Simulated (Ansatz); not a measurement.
CoF₂, relaxed as a quartet with UKS r2SCAN-D4/def2-TZVP in Ansatz, starting from the GFN2-xTB geometry. Force threshold 0.02 eV/Å.

Start:

```tsv
atom	x (Å)	y (Å)	z (Å)
Co1	0.0001	0.0000	0.0000
F2	1.5434	0.4778	0.0494
F3	-1.5435	-0.4778	-0.0494
```

(1) Estimate the energy that the relaxation releases and the steps that it takes.

(2) Does the start keep its bonding and symmetry?

(3) Predict the relaxed structure.

Results:

(1) 0.36 eV, in 5 steps; 2.1 min on 4 threads of Arm Neoverse V2 on a shared host. No frequencies were taken in this run, so the end may be a saddle point.

(2) By distances, no bond broke or formed. The bond that changes most is Co1–F2, from 1.62 to 1.72 Å (atoms count from 1). Point group D∞h at the start, D∞h at the end, both within 0.05 Å.

(3) 
```xyz
3

Co    0.000    0.000    0.000
F     1.643    0.508    0.053
F    -1.643   -0.508   -0.053
```
Bond lengths: 2 × Co–F 1.72 Å.
